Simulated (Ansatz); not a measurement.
`CC[SiH2][SiH2]F` + PH₃ → `CC[SiH2]P` + `F[SiH3]`  (cleavage of the Si–Si bond)

Computed with Ansatz on PBE0-D4/def2-TZVP structures; ΔE is electronic, products minus reactants. CBS: MP2 limit from def2 TZ/QZ plus the TZ coupled-cluster correction, frozen cores. This one scheme is used for every species. Functionals use def2-TZVPP. B3LYP here is the variant with VWN-RPA as its local correlation; programs differ in this. One conformer a species, not always the lowest.

(1) Is it downhill or uphill in electronic energy at CCSD(T)/CBS, and by how much? (Estimate.)

(2) What do these levels give: r2SCAN-D4, B3LYP-D4, ωB97X-V, MP2/def2-TZVPP, CCSD(T)/def2-TZVPP, MP2/def2-QZVPP? (Estimate.)

Largest T1 diagnostic among the species: 0.013.

Results:

(1) Computed: Downhill: ΔE = -30.1 kJ/mol.

(2) Ansatz gave: r2SCAN-D4 -26.8, B3LYP-D4 -25.7, ωB97X-V -25.8, MP2/def2-TZVPP -36.4, CCSD(T)/def2-TZVPP -28.4, MP2/def2-QZVPP -37.5 kJ/mol.

From PBE to PBE0 (25 % exact exchange), in def2-TZVPP and without D4, ΔE moves by −3.5 kJ/mol.
